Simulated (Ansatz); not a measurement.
Isolated molecules relaxed with PBE0-D4/def2-TZVP in Ansatz; ΔE leaves out vibrations. CBS: MP2 limit from def2 TZ/QZ plus the TZ coupled-cluster correction, frozen cores. This one scheme is used for every species. DFT in def2-TZVPP. B3LYP here is the variant with VWN-RPA as its local correlation; programs differ in this. Each species was taken in one conformer, which may not be the lowest.

Reaction (substitution at a C–N bond): `BNC(C)O` + H–F → `CC(O)F` + `BN`

```
             level  ΔE (kJ/mol)  difference from CCSD(T)/CBS
            PBE-D4         -6.1                        -11.1
         r2SCAN-D4        -11.7                        -16.7
           PBE0-D4         -3.8                         -8.8
          B3LYP-D4         -8.9                        -13.9
           ωB97X-V        -10.1                        -15.1
           ωB97M-V         -8.5                        -13.5
            B2PLYP         -9.6                        -14.6
               PBE        -12.2                        -17.2
            r2SCAN        -13.6                        -18.6
              PBE0         -9.1                        -14.1
             B3LYP        -18.4                        -23.4
     HF/def2-TZVPP        -23.7                        -28.7
    MP2/def2-TZVPP          9.1                          4.1
SCS-MP2/def2-TZVPP          1.8                         -3.2
   CCSD/def2-TZVPP         -1.0                         -6.0
CCSD(T)/def2-TZVPP          1.7                         -3.3
     HF/def2-QZVPP        -23.2                        -28.2
    MP2/def2-QZVPP         11.1                          6.1
SCS-MP2/def2-QZVPP          4.0                         -1.0
      HF/CBS(def2)        -23.1                        -28.1
     MP2/CBS(def2)         12.4                          7.4
    CCSD/CBS(def2)          2.2                         -2.8
       CCSD(T)/CBS          5.0                            0
```

Largest T1 diagnostic among the species: 0.012.

The D4 term adds +9.5 kJ/mol with B3LYP and +5.4 kJ/mol with PBE0; it sums over pairs of atoms, weighted by their polarisabilities, and B3LYP, whose exchange is more repulsive, gets the larger term. From PBE to PBE0 (25 % exact exchange), in def2-TZVPP and without D4, ΔE moves by +3.0 kJ/mol. In def2-TZVPP, CCSD(T) changes the Hartree–Fock value by +25.4 kJ/mol (the triples alone add +2.8 kJ/mol) and MP2 by +32.8 kJ/mol.
